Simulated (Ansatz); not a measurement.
H5N2OY (`[NH2][Y]([NH2])[OH]`). The species carries charge 0 and has multiplicity 1. Y takes the def2 core potential.

Cartesian coordinates in Å:
```
N 1.555 1.264 0.104
Y 0.089 -0.315 0.020
N -1.982 0.244 -0.195
O 0.640 -2.263 0.137
H 2.559 1.170 0.201
H 1.373 2.260 0.052
H -2.349 1.187 -0.262
H -2.784 -0.371 -0.250
H 0.900 -3.177 0.192
```

What are the harmonic wavenumbers in cm⁻¹ at PBE0-D4/def2-TZVP (Ansatz, finite differences of forces, unscaled)? (Best estimate.)

Ansatz gave: 62, 113, 119, 241, 298, 317, 372, 387, 430, 514, 523, 548, 563, 619, 1551, 1556, 3528, 3530, 3612, 3612, 4004.

Is this a minimum?

Yes, all 21 modes are real.

Give the ideal-gas thermochemistry at 298.15 K and 1 bar (rigid rotor, harmonic oscillator; point group C2v, symmetry number 2).

Zero-point energy 158.5 kJ/mol; H(298) − E = 182.7 kJ/mol; entropy 363.2 J/(mol·K), of which translation 170.3, rotation 105.3, vibration 87.6; G(298) − E = 74.4 kJ/mol. Modes under 100 cm⁻¹ are hindered rotations or soft bends, so the harmonic entropy is rough.
